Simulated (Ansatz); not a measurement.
Species: CoF₂, net charge 1, quintet state. The spin state was set by rule; other spins were not relaxed. 
Structure (B3LYP-D3(BJ)/def2-TZVP (Ansatz, a quantum-chemistry and plane-wave program) minimum search):
SMILES: [Co+]([F])[F]
```xyz
3

Co     0.0000     0.0000     0.0000
F      0.0000     0.0000     1.6733
F      0.0000     0.0000    -1.6733
```
Charge +1, spin multiplicity 5.

Basis-set convergence of Hartree-Fock and MP2 correlation energies (hartree) with Ansatz. Cores are frozen in the correlated levels unless marked. UHF or UKS for open shells. Spin-orbit coupling is left out. The frozen core is the preceding noble-gas configuration, with the filled d and f shells of earlier blocks. Non-relativistic.

The T1 diagnostic of CCSD in the largest basis is 0.052, which is high, so the coupled-cluster rows are less sure than usual.

| basis | functions | E(HF) | E(corr, MP2) |
|---|---|---|---|
| def2-SVPD | 80 | -1579.62700 | -0.54933 |
| def2-TZVPPD | 147 | [?] | [?] |

**Question.** Complete the blanks.

**Answer.** 
- def2-TZVPPD, E(HF): -1580.06439
- def2-TZVPPD, E(corr, MP2): -0.73794
